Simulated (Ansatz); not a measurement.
System: sum formula SiN$_{3}$H$_{6}$ (charge 0, doublet). It need not be the lowest isomer of its formula. SMILES: N[SiH]([NH])N
Coordinates optimised at B3LYP-D3(BJ)/def2-TZVP (Ansatz, an electronic-structure program):
```
Si
N 1 1.7181
H 2 1.0083 1 120.27
H 2 1.0089 3 111.65 1 149.34
N 1 1.7193 2 107.17 3 -160.45
H 5 1.0082 1 120.16 2 -155.51
H 5 1.0092 6 110.93 1 147.61
N 1 1.7515 2 111.44 3 79.13
H 8 1.0235 1 114.09 2 83.05
H 1 1.4792 2 105.44 3 -35.76
```
Charge 0, spin multiplicity 2.

Parts of the frozen-core correlation energy in 6-31G* (Ansatz, hartree). Frozen orbitals: 8; correlated occupied orbitals by spin: 13 and 12; virtual: 55 and 56. UHF or UKS for open shells. No spin-orbit coupling. No relativistic terms.

```csv
term,value
reference (HF),-455.78242
MP2 opposite-spin,-0.40378
MP2 same-spin,(withheld)
CCSD correlation,(withheld)
(T),(withheld)
T1 diagnostic,0.014
largest doubles amplitude,0.021
<S^2> of the reference,0.758
```

### Question
Some entries are withheld; supply them.

### Answer

- MP2 same-spin, value: -0.13256
- CCSD correlation, value: -0.58125
- (T), value: -0.01235
